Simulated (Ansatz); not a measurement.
`OBOCO`, charge 0, multiplicity 1.

Problem. Give a relaxed structure at PBE0-D4/def2-TZVP (the Gaussian-basis code of Ansatz). (Best estimate.)

Solution. Ansatz gave: 
Z-matrix (Å, degrees):
```
C
O 1 1.388
O 1 1.405 2 111.7
H 1 1.093 2 106.1 3 121.0
H 1 1.095 2 111.9 3 -119.0
H 2 0.962 1 108.4 3 62.6
B 3 1.357 1 120.2 2 90.0
O 7 1.356 3 116.9 1 -174.5
H 7 1.203 3 120.9 1 6.5
H 8 0.958 7 112.6 3 -178.8
```
This is one stationary point; other conformers may exist.
